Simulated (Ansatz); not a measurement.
The same molecule with X = Ti, Zr, Hf. Ansatz, PBE0-D4/def2-TZVP geometries, multiplicity 1. Each molecule was computed in one conformer, which needn't be the lowest.

Elements past krypton have def2 core potentials. Scalar relativity is left out up to krypton.

```csv
X,molecule,mean X–F bond length / Å,mean X–I bond length / Å,mean X–O bond length / Å,zero-point energy (PBE0-D4/def2-TZVP) / kJ/mol,LUMO energy (B3LYP/def2-TZVPP) / eV,HOMO–LUMO gap (PBE0/def2-TZVPP) / eV
Ti,`[OH][Ti]([OH])([F])[I]`,1.752,2.587,1.767,75.1,-2.76,5.15
Hf,`[OH][Hf]([OH])([F])[I]`,1.905,2.744,1.900,71.4,-0.75,7.08
```

Give the row for X = Zr, `[OH][Zr]([OH])([F])[I]`. (An estimate is asked.)

Ansatz gave: 
```
 X                  molecule  mean X–F bond length / Å  mean X–I bond length / Å  mean X–O bond length / Å  zero-point energy (PBE0-D4/def2-TZVP) / kJ/mol  LUMO energy (B3LYP/def2-TZVPP) / eV  HOMO–LUMO gap (PBE0/def2-TZVPP) / eV
Zr  `[OH][Zr]([OH])([F])[I]`                     1.902                     2.747                     1.897                                            72.1                                -1.24                                  6.56
```

From Ti to Hf the mean X–F bond length rises at each step, by 0.153 Å in all; the mean X–I bond length isn't monotonic: highest at Zr, lowest at Ti; the mean X–O bond length rises at each step, by 0.133 Å in all; the zero-point energy (PBE0-D4/def2-TZVP) falls at each step, by 3.7 kJ/mol in all; the LUMO energy (B3LYP/def2-TZVPP) rises at each step, by 2.01 eV in all; the HOMO–LUMO gap (PBE0/def2-TZVPP) rises at each step, by 1.93 eV in all.

B3LYP here is the variant with VWN-RPA as its local correlation; programs differ in this.

Spin–orbit coupling is left out; it splits and shifts lone-pair levels of the heavy atoms by tenths of an eV.
